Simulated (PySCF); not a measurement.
GeCl2I2, SMILES [Cl][Ge]([Cl])([I])[I].

Coordinates come from a PBE-D3(BJ)/def2-SVP optimisation. The def2 effective core potentials stand for the cores of I; spin–orbit coupling is left out.

Method: PBE/def2-TZVP (PySCF).

Symmetry labels are those of the subgroup C2v that the program uses (full group C2v).

Computed valence orbital energies around the gap with their symmetry:
```json
[
 {"orbital": "HOMO−7", "symmetry": "A1", "energy (eV)": "-8.45"},
 {"orbital": "HOMO−6", "symmetry": "A2", "energy (eV)": "-8.38"},
 {"orbital": "HOMO−5", "symmetry": "B2", "energy (eV)": "-8.14"},
 {"orbital": "HOMO−4", "symmetry": "B1", "energy (eV)": "-8.00"},
 {"orbital": "HOMO−3", "symmetry": "A1", "energy (eV)": "-7.41"},
 {"orbital": "HOMO−2", "symmetry": "B2", "energy (eV)": "-7.22"},
 {"orbital": "HOMO−1", "symmetry": "A2", "energy (eV)": "-7.06"},
 {"orbital": "HOMO", "symmetry": "B1", "energy (eV)": "-6.94"},
 {"orbital": "LUMO", "symmetry": "A1", "energy (eV)": "-4.04"},
 {"orbital": "LUMO+1", "symmetry": "B1", "energy (eV)": "-1.53"},
 {"orbital": "LUMO+2", "symmetry": "B2", "energy (eV)": "-1.30"},
 {"orbital": "LUMO+3", "symmetry": "A1", "energy (eV)": "-1.29"}
]
```
